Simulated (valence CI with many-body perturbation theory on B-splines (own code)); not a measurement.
## Ga¹⁷⁺: key properties

Level of theory: relativistic CI+MBPT: four valence electrons over a frozen Dirac-Fock core [Ne], a basis of 9 s, 9 p, 8 d, 6 f, 3 g, 1 h functions for each j, with the one-electron correlation potential Σ1 (screened to all orders), the two-electron term Σ2, the three-electron term Σ3, Breit, model QED; selected single and double excitations, second order for the rest (own B-spline code, finite nucleus).

No measured levels were compared; by estimate levels of excited configurations hold to 0.05 to 0.15 % of their energy, terms of the ground configuration to about 0.5 %.

Rates and lifetimes use the calculated energies. Strong lines usually hold to 10 to 20 %, long lifetimes can be off by a factor of two.

Problem. What is the ground level?

Solution. 3s²3p² ³P_0, composition 89 % 3s²3p² ³P + 8 % 3s²3p² ¹S.

Problem. What are the static dipole polarisabilities of the lowest levels?

Solution. 3s²3p² ³P_0 0.149; 3s²3p² ³P_1 0.151 (tensor 0.0066); 3s²3p² ³P_2 0.151 (tensor -0.0036); 3s²3p² ¹D_2 0.153 (tensor 0.017) bohr³, of which the core gives 0.00242.

Problem. How is the term ³P of the ground level split?

Solution. J = 0 at 0, J = 1 at 28079, J = 2 at 45746 cm⁻¹.

Problem. What is the ionisation energy?

Solution. 639.21 eV; NIST lists 640 ± 1.5 eV (semi-empirical).

Problem. Name the longest-lived excited levels whose lifetime is computed, and their main decay.

Solution. 3s²3p² ³P_2 at 45746 cm⁻¹ lives 17.7 ms, mostly by M1 to 3s²3p² ³P_1; 3s²3p² ³P_1 at 28079 cm⁻¹ lives 2.74 ms, mostly by M1 to 3s²3p² ³P_0; 3s²3p² ¹D_2 at 94891 cm⁻¹ lives 525 μs, mostly by M1 to 3s²3p² ³P_1. The lifetime of 3s²3p3d ³F°_4 is too uncertain to give, and may be longer.

Problem. Among levels below 916840 cm⁻¹, which E1 lines absorb most strongly from the ground level?

Solution. to 3s²3p3d ³D°_1 at 14.76 nm, f = 0.741; to 3s3p³ ³S°_1 at 17.21 nm, f = 0.144; to 3s3p³ ³D°_1 at 24.08 nm, f = 0.0861.

Problem. How well does LS coupling describe the low levels?

Solution. Among the lowest 20 levels the leading LS term, summed over configurations, holds 84 % on average. For single configurations the figures are 76 % in LS and 69 % in jj coupling. Terms mix most in the J = 2 level at 665920 cm⁻¹, where the leading one holds 52 %.
